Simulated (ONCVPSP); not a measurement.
# palladium (Pd), ONCV: configuration errors across variants

palladium (Pd), optimised norm-conserving Vanderbilt (ONCV), made with ONCVPSP 4.0.1 (PW91, scalar-relativistic). Core [Ar] 3d10, reference 4s2 4p6 4d8 (charge +2). Waves: 4s: rc 1.55 bohr, ncon 4, nbas 9, qcut 8.1 1/bohr, 2 projectors, debl 3.3 Ha; 4p: rc 1.10 bohr, ncon 3, nbas 7, qcut 7.3 1/bohr, 2 projectors, debl 3.9 Ha; 4d: rc 2.00 bohr, ncon 5, nbas 10, qcut 9.5 1/bohr, 2 projectors, debl 2 Ha. Local part: polynomial inside 0.85 bohr (lpopt 5, dvloc0 1 Ha). Core correction: Teter function, fcfact 3.25, rcfact 1.45.

In the s channel the program set the typed energies aside and used -4.063, 0.050 Ha.

All-electron excitation energies from the reference (eV): (1) 4s2 4p6 4d10 -30.080; (2) 4s2 4p6 4d9 -20.895; (3) 4s2 4p6 4d7 34.439; (4) 4s2 4p6 4d8 5s1 -16.371.

2 further variants failed, have other tests or another functional or relativity, and are left out.

Errors AE − PS in meV (a dash: test not solved or not reliable):

| change | (1) | (2) | (3) | (4) | bound ghosts | GHOST(+) flags above zero |
| --- | --- | --- | --- | --- | --- | --- |
| base | +4.2 | +3.3 | +3.0 | +2.9 | none | s |
| p: nproj 1 | +4.7 | +3.6 | +4.1 | +2.9 | none | s |
| d: qcut 11.2 | +4.2 | +3.4 | +3.5 | +2.9 | none | s |
| local potential polynomial inside 0.85 bohr (lpopt 5, dvloc0 -0.5 Ha) | +4.2 | +3.3 | +3.0 | +3.2 | none | s |
| local potential polynomial inside 0.80 bohr (lpopt 4, dvloc0 1 Ha) | +4.1 | +3.3 | +3.0 | +2.4 | none | s |
| s: qcut 5.2; p: qcut 4.7; d: qcut 6.2 | +21 | +12 | +27 | +6.9 | none | s, d |
| d: qcut 7.1 | +12 | +7.5 | +15 | +3.1 | none | s |
| core correction Teter function, fcfact 3.25, rcfact 1.62 | +3.5 | +3.0 | +2.3 | +2.7 | none | s |
| core correction none | +4.2 | +3.3 | +3.0 | +3.6 | none | s |

(1) Give the same row for: s: rc 1.12.

Results:

(1) +4.2, +3.3, +2.8, +2.4; bound ghosts: none; GHOST(+) flags above zero: s.
